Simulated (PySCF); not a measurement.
# Vertical excitation energies

Compound: C₅H₇NO₂Si.
Numbering: `[N:1]#[C:2][C@H:3]1[CH2:4][Si@H:5]([C:6](=[O:7])[OH:8])[CH2:9]1` (hydrogens: H10 on C3; H11, H12 on C4; H13 on Si5; H14 on O8; H15, H16 on C9)

Level of theory: TDDFT CAM-B3LYP/def2-SVPD, vertical, gas phase, core orbitals frozen in the response in PySCF. The structure is a single GFN2-xTB conformer in the gas phase; no vibrational or solvent corrections. Torsions of this conformer, `[N:1]#[C:2][C@H:3]1[CH2:4][Si@H:5]([C:6](=[O:7])[OH:8])[CH2:9]1`: C4–Si5–C6–O7 136°, H–O8–C6–Si5 180°.

Task: What does the calculation give for the low-lying excited states?

Result: 

| state | E (eV) | λ (nm) | f | symmetry | main configurations (H = HOMO, L = LUMO) |
| --- | --- | --- | --- | --- | --- |
| S1 | 4.81 | 257.5 | 0.0025 | A″ | H→L (82%) |
| S2 | 6.79 | 182.7 | 0.0041 | A″ | H-2→L (65%), H→L (12%), H→L+3 (9%) |
| S3 | 6.86 | 180.8 | 0.200 | A′ | H-1→L (95%) |
| S4 | 7.22 | 171.7 | 0.047 | A′ | H→L+1 (73%), H-4→L (12%) |
| S5 | 7.59 | 163.3 | 0.0010 | – | H→L+2 (50%), H-2→L+1 (12%), H-3→L (9%) |
| S6 | 7.66 | 161.9 | 0.0014 | – | H→L+3 (13%), H-5→L (13%), H-7→L (12%) |
| S7 | 7.69 | 161.2 | 0.0008 | – | H-7→L (18%), H→L+3 (14%), H-3→L+5 (11%) |
| S8 | 7.76 | 159.8 | 0.017 | A′ | H→L+5 (29%), H-4→L (22%), H→L+2 (20%) |

Triplets, Tamm–Dancoff:

| state | E (eV) | λ (nm) | main configurations (H = HOMO, L = LUMO) |
| --- | --- | --- | --- |
| T1 | 4.18 | 296.5 | H→L (79%), H-2→L (8%) |
| T2 | 5.61 | 221.1 | H-4→L (68%), H-1→L (13%), H-4→L+3 (11%) |
| T3 | 6.04 | 205.3 | H-1→L (80%), H-4→L (11%) |

The lowest singlet lies at 4.81 eV (258 nm, ultraviolet) and is very weak; its leading configuration is HOMO→LUMO (82%). The strongest level in the table is S3 at 6.86 eV (181 nm, f = 0.200). Löwdin shares by element: HOMO oxygen 50%, carbon 12% or more, silicon 10% (atoms not listed hold the other 27%); LUMO oxygen 29%, carbon 27% or more, silicon 20% (atoms not listed hold the other 24%). Of the 8 states listed, 3 reach f = 0.01 and none stays under 0.0005. The listed states span 2.94 eV, and the widest gap between neighbours is 1.97 eV (S1 to S2). Weighted by f, the mean energy of these states is 6.97 eV. Symmetry labels in Cs follow from the direction of the transition dipole and are given only for states with f of 0.002 or more. The window holds the lowest 8 singlets.
